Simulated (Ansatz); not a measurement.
Basis-set extrapolation for BH4O2Si (`O[B]O[SiH3]`) radical (PBE0-D4/def2-TZVP geometry, frozen core, the Gaussian-basis code of Ansatz). Multiplicity 2, UHF reference.

|  | def2-TZVPP | def2-QZVPP |
| --- | --- | --- |
| HF | -465.845953 | -465.864370 |
| MP2 correlation | -0.667637 | -0.721200 |
| CCSD(T) correlation | -0.720226 | -0.770142 |

Energies in hartree. Use E(X) = E(∞) + A·exp(−7.88·√X) for Hartree–Fock and E(X) = E(∞) + B·X^(−2.97) for correlation, with X = 3 and 4.

What is the CCSD(T) energy at the basis-set limit?

HF limit: -465.864370 + (-0.018417) × 0.13774 = -465.86691. Correlation limit: -0.770142 + (-0.049916) × 0.74074 = -0.80712. Total: -466.67403 hartree, 283.2 kJ/mol below CCSD(T)/def2-TZVPP.
